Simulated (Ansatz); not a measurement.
Ansatz results at the PBE0-D4/def2-TZVP geometry: HOMO–LUMO gap (B3LYP/def2-TZVPP) 8.16 eV; HOMO–LUMO gap (ωB97M-V/def2-TZVPP) 12.58 eV; size of the dipole moment (PBE/def2-TZVPP) 3.59 D.

Each molecule was computed in one conformer, which needn't be the lowest.

Which molecule gave them?
A. `[OH][GeH2][C]#C[SiH](O)F`
B. `C=C[SiH](O)[GeH2][OH]`
C. `CO[SiH2]C#C[SiH](C)OC`
D. `O[SiH](O)N[SiH](O)Cl`

D. The others give `CO[SiH2]C#C[SiH](C)OC`: 6.91, 11.49, 1.16; `C=C[SiH](O)[GeH2][OH]`: 6.60, 10.96, 1.92; `[OH][GeH2][C]#C[SiH](O)F`: 6.85, 11.47, 1.45.

B3LYP here is the variant with VWN-RPA as its local correlation; programs differ in this.
